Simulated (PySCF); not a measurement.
C₈H₂F₄N₂O, SMILES Fc1cc(F)c(F)c(-c2nnco2)c1F.

Geometry optimised at B3LYP-D3(BJ)/def2-SVP. This is a generated structure with no PubChem entry under its InChIKey; it may be hypothetical. Other conformers were not sampled.

Calculation: SMD-M06-2X/6-31G* (PySCF).

Solvation free energies are E(SMD) − E(gas) at the gas-phase geometry, for 1 M in both phases. In vacuum the dipole moment is 3.16 D.

```csv
solvent,ΔG(solv) (kcal/mol),its non-electrostatic (CDS) part,dipole (D)
water,-5.2,5.6,4.44
diethylether,…,…,…
methanol,-6.4,4.1,4.40
```

Question: What belongs in the gaps? (An estimate is asked for; the answer gives what the named calculation found.)

Answer: 
- diethylether, ΔG(solv) (kcal/mol): -5.8
- diethylether, its non-electrostatic (CDS) part: 0.8
- diethylether, dipole (D): 3.98
